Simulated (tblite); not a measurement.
Species: protonated hexamethylenetetramine, C6H13N4 (charge +1).
Numbering: `[CH2:1]1[N:2]2[CH2:3][N:4]3[CH2:5][N:6]1[CH2:7][NH+:8]([CH2:9]2)[CH2:10]3` (hydrogens: H11, H12 on C1; H13, H14 on C3; H15, H16 on C5; H17, H18 on C7; H19 on N8; H20, H21 on C9; H22, H23 on C10)

Method: GFN2-xTB as coded in tblite; computed harmonic values from a numerical Hessian at the method's own geometry, unscaled. This tight-binding method is rough: wavenumbers can miss measured ones by several per cent, in bad cases by 10 to 20.

Harmonic wavenumbers (cm⁻¹): 349.6, 349.7, 379.7, 421.9, 421.9, 495.0, 495.2, 523.2, 648.6, 648.7, 680.7, 740.8, 781.8, 782.4, 853.8, 872.3, 872.3, 936.4, 964.0, 964.0, 978.5, 1020.0, 1020.1, 1025.7, 1051.3, 1057.9, 1057.9, 1107.6, 1136.7, 1136.8, 1191.7, 1191.8, 1249.7, 1250.4, 1250.5, 1256.0, 1263.4, 1276.4, 1276.5, 1286.5, 1286.6, 1295.3, 1295.3, 1299.6, 1440.5, 1440.5, 1455.1, 1465.1, 1465.1, 1489.5, 2964.3, 2967.0, 2967.2, 2970.3, 2972.3, 2972.5, 2984.4, 2985.4, 2985.8, 3018.5, 3018.9, 3021.8, 3266.1.

A = 1863, B = 1856, C = 1856 MHz; mass 141.114 u (most abundant isotopes); point group C3v, symmetry number 3.

Q: Zero-point energy?

A: ½Σν̃ = 44647 cm⁻¹ = 127.65 kcal/mol.

Q: Entropy at 298.15 K, 1 bar (ideal gas, RRHO, classical rotation)?

A: Translation 40.77, rotation 26.12, vibration 10.98: S = 77.9 cal/(mol K).

Q: And Cp and H(298.15 K) − H(0)?

A: Cp = 33.03 cal/(mol K), of which vibrations give 25.08 (their classical limit is 63 R = 125.2); H(298.15 K) − H(0) = 4.74 kcal/mol without the zero-point energy, 2.37 from vibrations.

Q: Which modes carry the vibrational entropy at 298.15 K?

A: 349.6 cm⁻¹: 1.17; 349.7 cm⁻¹: 1.17; 379.7 cm⁻¹: 1.04; 421.9 cm⁻¹: 0.89; 421.9 cm⁻¹: 0.89; 495.0 cm⁻¹: 0.67 cal/(mol K); the other 57 give 5.16 together.

Q: How do the functions run with temperature in this model?

A: 
```
T (K)  S (cal/(mol K))  Cp (cal/(mol K))  H − H(0) (kcal/mol)  G − H(0) (kcal/mol)  ln q(vib)
  100             58.5               9.5                 0.82                -5.03       0.02
  200             67.7              19.2                 2.20               -11.34       0.47
  300             78.1              33.3                 4.80               -18.62       1.54
  500            101.9              60.9                14.35               -36.58       5.08
  800            136.7              86.6                36.87               -72.46      11.97
 1000            157.2              97.3                55.32              -101.88      16.77
```

q(vib) and H(0) count from the zero-point level.

Q: What must be added to the electronic energy to get the Gibbs energy at 298.15 K and 1 bar?

A: ZPE + [H(298.15 K) − H(0)] − T·S = 127.65 + 4.74 − 23.22 = 109.17 kcal/mol.
